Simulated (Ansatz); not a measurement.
Reaction (redistribution): `C[SiH](O)[Si](O)(F)F` + `O[SiH2]N[Si](O)(O)O` → `O[SiH2]N[Si](O)(F)F` + `C[SiH](O)[Si](O)(O)O`

Program: Ansatz. Geometries: PBE0-D4/def2-TZVP. ΔE: electronic, gas phase. CCSD(T)/CBS adds triple-zeta CCSD(T) − MP2 to the extrapolated MP2 energy (def2 sets, frozen cores). Functionals use def2-TZVPP. B3LYP here is the variant with VWN-RPA as its local correlation; programs differ in this. One conformer a species, not always the lowest.

```tsv
level	ΔE (kJ/mol)	difference from CCSD(T)/CBS
PBE-D4	7.7	-0.3
r2SCAN-D4	6.8	-1.2
PBE0-D4	7.6	-0.4
B3LYP-D4	8.0	0.0
ωB97X-V	9.3	1.3
ωB97M-V	9.2	1.2
B2PLYP	8.5	0.5
PBE	8.2	0.2
r2SCAN	7.0	-1.0
PBE0	8.0	0.0
B3LYP	8.9	0.9
HF/def2-TZVPP	9.6	1.6
MP2/def2-TZVPP	8.2	0.2
SCS-MP2/def2-TZVPP	8.6	0.6
CCSD/def2-TZVPP	8.3	0.3
CCSD(T)/def2-TZVPP	7.9	-0.1
HF/def2-QZVPP	9.6	1.6
MP2/def2-QZVPP	8.2	0.2
SCS-MP2/def2-QZVPP	8.6	0.6
HF/CBS(def2)	9.6	1.6
MP2/CBS(def2)	8.2	0.2
CCSD/CBS(def2)	8.4	0.4
CCSD(T)/CBS	8.0	0
```

Largest T1 diagnostic among the species: 0.012.
